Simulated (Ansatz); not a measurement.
```yaml
crystal:
  periodic: [false, false, false]
  atoms:
    - {symbol: F, position_ang: [2.816852, 0.006061, 0.277034]}
    - {symbol: Ga, position_ang: [1.311327, 0.515707, 0.920632]}
    - {symbol: Cl, position_ang: [-0.232106, -1.184261, 0.995452]}
    - {symbol: Ga, position_ang: [-1.415100, -0.587774, -0.844623]}
    - {symbol: F, position_ang: [-0.836566, -1.383245, -2.143991]}
    - {symbol: Cl, position_ang: [-0.012380, 1.410820, -0.909894]}
    - {symbol: H, position_ang: [1.039283, 1.389650, 2.182639]}
    - {symbol: H, position_ang: [-2.926164, -0.055692, -0.384079]}
basis:
  gaussian: {orbitals: x2c-TZVPPall}
magnetization: {spin_polarized: true, initial_magnetization: 2}
hamiltonian: {xc: {name: revPBE0}}
scf: {lower_state_search: light}
```

```sh
$ ansatz run in.yaml --threads 4 --pin off --events-out ev --progress --plain --max-ram 10444MiB
```

Output, abridged:

```
Functional definition: revPBE0
1848 factors; their error is unknown
mean field evaluation 1: about -136365.9536 eV, gradient 4.4e1 eV
mean field evaluation 2: about -136321.9428 eV, gradient 1.2e2 eV
mean field evaluation 4: about -136370.1088 eV, gradient 1.5e1 eV
mean field evaluation 8: about -136372.3010 eV, gradient 1.3e0 eV
mean field evaluation 16: about -136372.9296 eV, gradient 9.9e-2 eV
mean field -136372.92968815 eV, -5011.6127291479 hartree, gradient 3.7e-5 eV, S^2 2.003791; 2 other end points of the search recorded, 0 dependent functions left out
reference -136372.92973026 eV, -5011.6127306953 hartree; 59, 57 occupied and 211, 213 virtual orbitals, 1848 factors
Total energy: -136372.92973026 eV, -5011.6127306953 hartree
Relativity: scalar
```

It took 27 s on 4 threads of an Arm Neoverse V1 on a shared host, with 1.6 GiB of host memory at the peak.
